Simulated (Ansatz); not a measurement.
Born–Oppenheimer molecular dynamics of BFH$_{5}$NO$_{2}$ (10 atoms, charge 0, multiplicity 1). It starts at the highest image of a converged band, a first-order saddle point between two minima.

Theory: Ansatz, RKS revPBE-D4/def2-SVP.

```
ensemble                      : NVE (velocity Verlet)
time step                     : 0.5 fs
steps asked                   : 200
starting velocities drawn for : 300 K
seed                          : 8099
```

First frame:

```xyz
10
Properties=species:S:1:pos:R:3
B -0.073 0.376 -0.122
F -0.202 -0.363 1.487
O 1.195 0.179 -0.641
H 1.262 -0.680 -1.088
N -1.314 0.101 -0.832
H -2.100 -0.252 -0.282
H -1.247 -0.420 -1.708
O -0.087 1.692 0.715
H -0.952 2.114 0.550
H -0.187 0.844 1.538
```

Problem. How far do the bonds stretch over the last three quarters of this one trajectory? (Pairs bonded in most of those frames.)

Solution. 
| bond | mean (Å) | spread (Å) | shortest | longest |
| --- | --- | --- | --- | --- |
| B1–O3 | 1.387 | 0.023 | 1.35 | 1.43 |
| B1–N5 | 1.437 | 0.020 | 1.41 | 1.48 |
| B1–O8 | 1.409 | 0.044 | 1.35 | 1.51 |
| F2–H10 | 0.950 | 0.024 | 0.91 | 1.02 |
| O3–H4 | 0.973 | 0.008 | 0.96 | 0.99 |
| N5–H6 | 1.021 | 0.009 | 1.01 | 1.04 |
| N5–H7 | 1.023 | 0.007 | 1.01 | 1.03 |
| O8–H9 | 0.973 | 0.018 | 0.94 | 1.00 |

Mean temperature of the second half: 652 K. The conserved energy stayed within 0.093 meV per atom of its start (net change 0.053 meV per atom), so the integration is sound. The kinetic energy rose, since the run started high on the potential surface and went downhill. It ends in pieces (BH4NO2 + FH), so much of that is their flight and rotation, not heat. A run of 0.1 ps of so small a system gives no equilibrium averages. The orbitals stay closed-shell, which can raise the energy where a bond breaks towards radicals; this wasn't checked here.

Time of the run: 4.3 min on 2 threads of Arm Neoverse V2, on a shared host, peak memory 0.12 GiB.
